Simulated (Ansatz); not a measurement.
`CC(F)(F)CC(F)F` → `F[C]F` + `CC(C)(F)F` at 400 K and 1 bar (formal loss of a carbene).

Isolated molecules relaxed with PBE0-D4/def2-TZVP in Ansatz; ΔE leaves out vibrations. CCSD(T)/CBS is the MP2 limit (def2-TZVPP, def2-QZVPP) plus CCSD(T) − MP2 in def2-TZVPP, frozen cores. This one scheme is used for every species. One conformer a species, not always the lowest.

```tsv
species	CCSD(T)/CBS energy (Eh)	H − E (kJ/mol)	S (J/(mol·K))
`CC(F)(F)CC(F)F`	-555.00428	306.5	417.2
`F[C]F`	-237.54028	33.0	252.5
`CC(C)(F)F`	-317.36969	258.5	332.2
```

H − E and S are ideal-gas, rigid-rotor, harmonic terms from PBE0-D4/def2-TZVP, for one conformer and one mirror image of each species. 1 Eh = 2625.50 kJ/mol, R = 8.31446 J/(mol·K).

**Question.** By hand: ΔE, ΔH, ΔS and ΔG.

**Answer.** ΔE = (-237.54028) + (-317.36969) − (-555.00428) = 0.09431 Eh = 247.6 kJ/mol. Δ(H − E) = 33.0 + 258.5 − 306.5 = -15.0, so ΔH = 232.6 kJ/mol. ΔS = 252.5 + 332.2 − 417.2 = 167.5 J/(mol·K). ΔG = 232.6 − 400 × (167.5)/1000 = 165.6 kJ/mol.

**Question.** By hand: the equilibrium constant, and the temperature at which ΔG would vanish if ΔH and ΔS stayed fixed.

**Answer.** log₁₀ K = −ΔG/(RT ln 10) = -21.6. ΔG = 0 at ΔH/ΔS = 1389 K.

The number of gas molecules changes by +1, which sets the sign of ΔS. A doubt of 5 kJ/mol in ΔE shifts log₁₀ K by 0.7 here. Other conformers and mirror images would add mixing entropy, several J/(mol·K) or more a flexible species. Modes under 60 cm⁻¹, often nearly free rotors, make the harmonic entropy too high. These are equilibria of isolated gas molecules and say nothing of rates. Largest T1 diagnostic: 0.017 (customary marks: 0.02 for closed shells, 0.045 for open ones).
